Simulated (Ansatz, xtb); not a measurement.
## F2GaHInN: which of two structures lies lower

Structure I is a singlet given by its coordinates and structure II is a singlet given by its coordinates. Both are isolated molecules in the gas phase, relaxed with r2SCAN-D4/def2-SVP.

I (Å):

| atom | x (Å) | y (Å) | z (Å) |
| --- | --- | --- | --- |
| F | -4.6982 | -2.3756 | 1.2881 |
| F | -1.1639 | 0.7886 | -2.6236 |
| Ga | -3.4178 | -1.5322 | 0.4499 |
| In | -2.4350 | -0.1994 | -1.5037 |
| N | -1.7035 | -0.9758 | 0.4221 |
| H | -0.9609 | -1.1052 | 1.1190 |

Close contacts (Å): F1–Ga3 1.75, F2–In4 1.96, Ga3–In4 2.56, Ga3–N5 1.80, In4–N5 2.20, N5–H6 1.03.

II (Å):

```yaml
atoms:
  - { symbol: F, position_ang: [-1.8036, -2.6691, 1.3159] }
  - { symbol: F, position_ang: [0.2572, -0.5416, 1.3509] }
  - { symbol: Ga, position_ang: [-1.5139, -0.9549, 1.3568] }
  - { symbol: In, position_ang: [-0.2893, 1.9045, 1.4181] }
  - { symbol: N, position_ang: [-2.1380, 0.7063, 1.4047] }
  - { symbol: H, position_ang: [-3.1395, 0.9005, 1.4188] }
```

Close contacts (Å): F1–Ga3 1.74, F2–Ga3 1.82, F2–In4 2.51, Ga3–In4 3.11, Ga3–N5 1.78, In4–N5 2.20, N5–H6 1.02.

Task: Which of the two would you expect CCSD(T)/def2-SVP + ΔMP2/def2-TZVPP electronic energies to favour?

Result: Structure II; the calculation gives E(II) − E(I) = −46.8 kcal/mol.

The same difference at several levels:

```tsv
level	geometry	E(II) − E(I) (kcal/mol)	departure from the last row (kcal/mol)	job, with rough time for the two
r2SCAN-D4/def2-SVP	r2SCAN-D4/def2-SVP	−45.2	+1.6	optimisation, 14 s
HF/def2-SVP	r2SCAN-D4/def2-SVP	−57.0	−10.3	part of the CCSD(T) run
MP2/def2-SVP	r2SCAN-D4/def2-SVP	−45.9	+0.9	part of the CCSD(T) run
CCSD(T)/def2-SVP	r2SCAN-D4/def2-SVP	−47.5	−0.7	single point
CCSD(T)/def2-SVP + ΔMP2/def2-TZVPP	r2SCAN-D4/def2-SVP	−46.8		single point, 24 s
```

The levels shown agree on the order. The largest departure from CCSD(T)/def2-SVP + ΔMP2/def2-TZVPP is that of HF/def2-SVP, 10.3 kcal/mol. Levels run at GFN2-xTB geometries aren't shown. The last row adds to CCSD(T) the change of the MP2 difference between the two basis sets, here +0.7 kcal/mol.

With harmonic frequencies from r2SCAN-D4/def2-SVP (ideal gas, rigid rotor, one conformer each, 600 K, 1 atm): the zero-point term adds +0.4 kcal/mol; ΔH is −46.6 and ΔG −45.2 kcal/mol.

The correlated steps freeze 16 core orbitals; the filled d shell of Ga and In is correlated, in a basis made for valence electrons. Atoms past krypton carry core potentials in the def2 sets and no spin–orbit term is included. Programs: Ansatz 0.2.0; the last row on 2 threads of Intel(R) Xeon(R) 6975P-C (Granite Rapids) on a shared host.
